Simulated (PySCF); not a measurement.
How methods differ on the excitation energy of Te⁺

Te⁺ [Kr] 4d10 5s2 5p3 (4S) → Te⁺ [Kr] 4d10 5s1 5p4 (4P), as a difference of total energies. Calculation: PySCF 2.14, in x2c-TZVPPall with one added diffuse shell each of s, p, d, f type (9s7p5d3f, 76 functions); scalar relativity by spin-free X2C-1e. Correlated levels: valence and next inner shell: [Ar] 3d10 frozen. The calculations carry no spin-orbit coupling.

| method | excitation energy (cm⁻¹) |
| --- | --- |
| UHF | 74988 |
| MP2 (valence and next inner shell) | 78242 |
| SCS-MP2 (valence and next inner shell) | 77512 |
| CCSD (valence and next inner shell) | 74902 |
| CCSD(T) (valence and next inner shell) | 73402 |

The coupled-cluster amplitudes are large for the upper state (T1 above 0.03 or a double amplitude above 0.15), so a single reference is strained.
